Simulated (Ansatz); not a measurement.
Start from `FC([SiH3])[TeH]` and change one atom or group to get `OC([SiH3])[TeH]`.

Ansatz, PBE0-D4/def2-TZVP geometries, multiplicity 1. Each molecule was computed in one conformer, which needn't be the lowest.

Elements past krypton have def2 core potentials.

```
                                          property  `FC([SiH3])[TeH]`
               HOMO energy (B3LYP/def2-TZVPP) / eV              -6.42
                HOMO energy (PBE0/def2-TZVPP) / eV              -6.63
                LUMO energy (PBE0/def2-TZVPP) / eV              -1.04
size of the dipole moment (ωB97M-V/def2-TZVPP) / D               1.37
               HOMO–LUMO gap (PBE/def2-TZVPP) / eV               3.74
                 HOMO energy (PBE/def2-TZVPP) / eV              -5.59
```

Task: What does the change do to each property? (An estimate is asked.)

Result: Ansatz gave: 
| property | `OC([SiH3])[TeH]` | shift |
| --- | --- | --- |
| HOMO energy (B3LYP/def2-TZVPP) / eV | -6.23 | 0.19 |
| HOMO energy (PBE0/def2-TZVPP) / eV | -6.44 | 0.19 |
| LUMO energy (PBE0/def2-TZVPP) / eV | -0.97 | 0.07 |
| size of the dipole moment (ωB97M-V/def2-TZVPP) / D | 1.48 | 0.11 |
| HOMO–LUMO gap (PBE/def2-TZVPP) / eV | 3.61 | -0.13 |
| HOMO energy (PBE/def2-TZVPP) / eV | -5.40 | 0.19 |

With PBE0 the HOMO rises by 0.19 eV and the LUMO rises by 0.07 eV, so the gap narrows by about 0.12 eV. PBE moves the HOMO by 0.19 eV and ωB97M-V by 0.20 eV. Dipoles are sizes alone; their direction can turn.

B3LYP here is the variant with VWN-RPA as its local correlation; programs differ in this.

Spin–orbit coupling is left out; it splits and shifts lone-pair levels of the heavy atoms by tenths of an eV.
